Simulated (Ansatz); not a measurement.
The cluster Mo2O2⁺. Charge 1, multiplicity 2. Geometry PBE0-D4/def2-TZVP.

```xyz
4

Mo    0.852    0.390   -0.099
Mo   -1.548   -0.279    0.806
O     1.755   -0.982   -0.242
O    -1.060    0.871   -0.466
```

In the def2 sets Mo takes a core potential; there is no spin–orbit coupling. At HF/def2-TZVP, PBE-D4/def2-TZVP, r2SCAN-D4/def2-TZVP, PBE0-D4/def2-TZVP and others the charge 1 doublet is spin-contaminated (final ⟨S²⟩ up to 3.63, 0.75 for a pure state). No other spin state of charge 1 was run. The geometry of the doublet was relaxed on an unsound state (⟨S²⟩ 2.89, where a pure state has 0.75). Another isomer (doublet) lies 1.02 eV lower at PBE0-D4/def2-TZVP; other spin states weren't run for this one.

Problem. Estimate the α-spin orbital energies around the gap (eV) in Ansatz with HF/def2-TZVP, PBE-D4/def2-TZVP, r2SCAN-D4/def2-TZVP, PBE0-D4/def2-TZVP, ωB97M-V/def2-TZVP.

Solution. 
```json
{"orbital": "HOMO−5", "HF/def2-TZVP": "-18.84", "PBE-D4/def2-TZVP": "-14.34", "r2SCAN-D4/def2-TZVP": "-14.51", "PBE0-D4/def2-TZVP": "-15.60", "ωB97M-V/def2-TZVP": "-17.88"}
{"orbital": "HOMO−4", "HF/def2-TZVP": "-17.57", "PBE-D4/def2-TZVP": "-13.94", "r2SCAN-D4/def2-TZVP": "-14.16", "PBE0-D4/def2-TZVP": "-15.24", "ωB97M-V/def2-TZVP": "-17.48"}
{"orbital": "HOMO−3", "HF/def2-TZVP": "-16.63", "PBE-D4/def2-TZVP": "-11.55", "r2SCAN-D4/def2-TZVP": "-11.77", "PBE0-D4/def2-TZVP": "-12.81", "ωB97M-V/def2-TZVP": "-15.05"}
{"orbital": "HOMO−2", "HF/def2-TZVP": "-16.36", "PBE-D4/def2-TZVP": "-10.96", "r2SCAN-D4/def2-TZVP": "-11.37", "PBE0-D4/def2-TZVP": "-12.48", "ωB97M-V/def2-TZVP": "-14.82"}
{"orbital": "HOMO−1", "HF/def2-TZVP": "-15.01", "PBE-D4/def2-TZVP": "-10.25", "r2SCAN-D4/def2-TZVP": "-10.59", "PBE0-D4/def2-TZVP": "-11.48", "ωB97M-V/def2-TZVP": "-13.62"}
{"orbital": "HOMO", "HF/def2-TZVP": "-13.55", "PBE-D4/def2-TZVP": "-9.97", "r2SCAN-D4/def2-TZVP": "-10.22", "PBE0-D4/def2-TZVP": "-11.09", "ωB97M-V/def2-TZVP": "-13.06"}
{"orbital": "LUMO", "HF/def2-TZVP": "-4.90", "PBE-D4/def2-TZVP": "-9.24", "r2SCAN-D4/def2-TZVP": "-9.07", "PBE0-D4/def2-TZVP": "-8.11", "ωB97M-V/def2-TZVP": "-6.22"}
{"orbital": "LUMO+1", "HF/def2-TZVP": "-3.98", "PBE-D4/def2-TZVP": "-9.13", "r2SCAN-D4/def2-TZVP": "-8.68", "PBE0-D4/def2-TZVP": "-7.82", "ωB97M-V/def2-TZVP": "-5.76"}
{"orbital": "LUMO+2", "HF/def2-TZVP": "-3.50", "PBE-D4/def2-TZVP": "-9.00", "r2SCAN-D4/def2-TZVP": "-8.53", "PBE0-D4/def2-TZVP": "-7.71", "ωB97M-V/def2-TZVP": "-5.55"}
{"orbital": "LUMO+3", "HF/def2-TZVP": "-3.00", "PBE-D4/def2-TZVP": "-8.76", "r2SCAN-D4/def2-TZVP": "-8.42", "PBE0-D4/def2-TZVP": "-7.53", "ωB97M-V/def2-TZVP": "-5.40"}
{"orbital": "LUMO+4", "HF/def2-TZVP": "-2.74", "PBE-D4/def2-TZVP": "-7.92", "r2SCAN-D4/def2-TZVP": "-7.62", "PBE0-D4/def2-TZVP": "-7.01", "ωB97M-V/def2-TZVP": "-5.12"}
{"orbital": "LUMO+5", "HF/def2-TZVP": "-2.52", "PBE-D4/def2-TZVP": "-7.45", "r2SCAN-D4/def2-TZVP": "-7.15", "PBE0-D4/def2-TZVP": "-6.41", "ωB97M-V/def2-TZVP": "-4.39"}
{"orbital": "β HOMO", "HF/def2-TZVP": "-14.52", "PBE-D4/def2-TZVP": "-10.59", "r2SCAN-D4/def2-TZVP": "-11.09", "PBE0-D4/def2-TZVP": "-11.86", "ωB97M-V/def2-TZVP": "-13.78"}
{"orbital": "β LUMO", "HF/def2-TZVP": "-4.56", "PBE-D4/def2-TZVP": "-9.58", "r2SCAN-D4/def2-TZVP": "-9.44", "PBE0-D4/def2-TZVP": "-8.46", "ωB97M-V/def2-TZVP": "-6.05"}
```
